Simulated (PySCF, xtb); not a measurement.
BH2O2, SMILES O[B]O, multiplicity 2. Atoms are numbered in the order given.

```xyz
5

O      0.0000     1.2210     0.0411
B      0.0000     0.0000    -0.5365
O      0.0000    -1.2210     0.0411
H      0.0000     1.2322     1.0121
H      0.0000    -1.2322     1.0121
```
Charge 0, spin multiplicity 2.

Geometry optimised at r2SCAN-D4/def2-TZVP. The isomer is the one that the SMILES or the coordinates give; other isomers of the formula were not compared. Other conformers were not sampled.

Method: IEF-PCM-ωB97X/def2-SVP (PySCF 2.14.0).

The values are the electrostatic part of the solvation free energy, E(continuum) − E(gas) at the gas-phase geometry, in a cavity of scaled van der Waals radii (PySCF's table); cavitation and dispersion terms are not included. The dipole moment in vacuum is 3.55 D.

| solvent | ε | ΔG(elec) (kcal/mol) | dipole (D) |
|---|---|---|---|
| water | 78.36 | -9.6 | 4.38 |
| ethylethanoate | 5.99 | -7.2 | 4.17 |
| tetrahydrofuran | 7.43 | -7.6 | 4.21 |

For comparison, GFN2-xTB/ALPB(water) (xtb, at the GFN2-xTB geometry, all terms of that model) gives -8.1 kcal/mol.
